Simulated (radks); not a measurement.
Results of a calculation; reference values are marked as such.
Spin polarisation of the 6s1 shell in Yb+. Start: [Xe] 4f14 6s(up 0.5, down 0.5); electrons of 6s are moved from spin down to spin up, other shells keep equal spins. Level of theory: scalar-relativistic Kohn-Sham, BLYP, spin-polarised, spherical densities, finite nucleus; Fermi nuclear charge, rms radius of each element as measured or else 0.836 A^(1/3) + 0.57 fm (a radial shooting solver on a logarithmic mesh with Libxc functionals).

moment (Bohr magnetons)  E - E(0) (eV)  e(6s up) (eV)  e(6s down) (eV)  4f down minus up (eV)  5p down minus up (eV)  5s down minus up (eV)
0                                0.000         -9.340           -9.340                  0.000                  0.000                  0.000
0.25                            -0.008         -9.406           -9.272                  0.007                  0.025                  0.013
0.5                             -0.033         -9.470           -9.204                  0.015                  0.049                  0.027
0.75                            -0.075         -9.532           -9.135                  0.022                  0.073                  0.040
1                               -0.134         -9.596           -9.030                  0.030                  0.096                  0.053

At moment 1 the spin-polarisation energy is -0.134 eV and the 6s exchange splitting 0.566 eV, that is 0.566 eV per Bohr magneton; E = -I m^2/4 would give I = 0.536 eV.
